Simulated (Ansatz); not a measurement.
The cluster Cs₃F₃⁺. The state is a doublet with charge 1. Geometry PBE0-D4/def2-SVP; atoms count from 1.

Cartesian coordinates in Å:
```
Cs -2.234 -0.727 1.591
Cs 2.571 -1.137 0.541
Cs -0.319 1.867 -2.143
F 0.271 -1.573 1.800
F -2.163 0.958 -0.458
F 1.875 0.612 -1.332
```

In the def2 sets Cs takes a core potential; there is no spin–orbit coupling. Another isomer (doublet) lies 0.86 eV lower at PBE0-D4/def2-TZVP; other spin states weren't run for this one.

(1) Estimate the Mulliken populations from the PBE0/def2-TZVP orbitals of Ansatz.

(2) Where does the spin sit?

## Answers

(1) 
| atom | charge (e) | spin (α − β) |
| --- | --- | --- |
| Cs1 | 0.90 | 0.02 |
| Cs2 | 0.90 | 0.02 |
| Cs3 | 0.90 | 0.02 |
| F4 | -0.56 | 0.31 |
| F5 | -0.56 | 0.31 |
| F6 | -0.57 | 0.31 |
Mulliken values and Mayer orders depend strongly on the basis.

(2) Summed by element: Cs 0.07, F 0.93, of 1 unpaired in all. Largest on single atoms: F5 0.31, F4 0.31, F6 0.31.
